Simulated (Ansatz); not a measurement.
C$_{3}$H$_{7}$NOSi (`C#COC(N)[SiH3]`), relaxed with RKS PBE-D4/def2-SVP in Ansatz from a rough embedded geometry. The force threshold is 0.03 eV/Å; the program also tests the step.

The species carries charge 0 and has multiplicity 1.

Start:

```xyz
13

C     2.669   -0.637    1.454
C     1.488   -0.726    1.252
O     0.186   -0.813    1.078
C    -0.392    0.349    0.319
N    -1.681    0.628    0.804
Si   -0.416   -0.047   -1.599
H     3.711   -0.617    1.545
H     0.237    1.221    0.449
H    -2.176    1.294    0.231
H    -2.283   -0.239    0.785
H    -1.282   -1.240   -1.871
H    -1.033    1.137   -2.263
H     0.973   -0.309   -2.184
```

(1) How much energy does the relaxation release, and in how many steps? (An estimate is asked.)

(2) Which bonds change most? (Estimate.)

(3) Give the relaxed structure. (Estimate.)

## Answers

(1) Computed: 0.60 eV, in 15 steps, 1 of them rejected.

(2) Ansatz gave: O3–C4 from 1.503 to 1.546 Å; C4–Si6 from 1.958 to 1.925 Å; C1–H7 from 1.046 to 1.078 Å; Si6–H13 from 1.530 to 1.499 Å.

(3) Computed: 
```xyz
13

C     2.636   -0.545    1.315
C     1.417   -0.602    1.198
O     0.126   -0.649    1.075
C    -0.503    0.445    0.181
N    -1.838    0.666    0.530
Si   -0.325   -0.140   -1.644
H     3.707   -0.526    1.436
H     0.114    1.347    0.381
H    -1.977    1.023    1.482
H    -2.456   -0.134    0.358
H    -1.375   -1.194   -1.869
H    -0.568    1.019   -2.569
H     1.042   -0.709   -1.873
```
